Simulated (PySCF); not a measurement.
Scandium: highly charged ions in a basis for the neutral atom

Sc⁷⁺ [Ne] 3s2 3p2, Sc⁸⁺ [Ne] 3s2 3p1. Calculation: PySCF 2.14, in jorge-DZP-DKH (8s6p2d1f, 43 functions); scalar relativity by spin-free X2C-1e. No spin-orbit coupling, so a gap to NIST mixes the basis error with missing relativistic terms.

Changed run: basis of the neutral atom used for a highly charged ion. This setting is unsound on purpose.

| species | method | sound run (hartree) | changed run (hartree) | converged |
| --- | --- | --- | --- | --- |
| Sc⁷⁺ | UHF | not run | -746.61769 | yes |
| Sc⁷⁺ | B3LYP | not run | -747.22291 | yes |
| Sc⁷⁺ | BP86 | not run | -747.28841 | yes |
| Sc⁸⁺ | UHF | not run | -740.78533 | yes |
| Sc⁸⁺ | B3LYP | not run | -741.34778 | yes |
| Sc⁸⁺ | BP86 | not run | -741.41440 | yes |

Ionisation energy of Sc⁷⁺:

| method | changed run (eV) | NIST (eV) |
| --- | --- | --- |
| UHF | 158.71 | 158.08 ± 0.25 |
| B3LYP | 159.87 | 158.08 ± 0.25 |
| BP86 | 159.84 | 158.08 ± 0.25 |

The contracted functions were made for the neutral atom and can be too rigid for a highly charged ion.
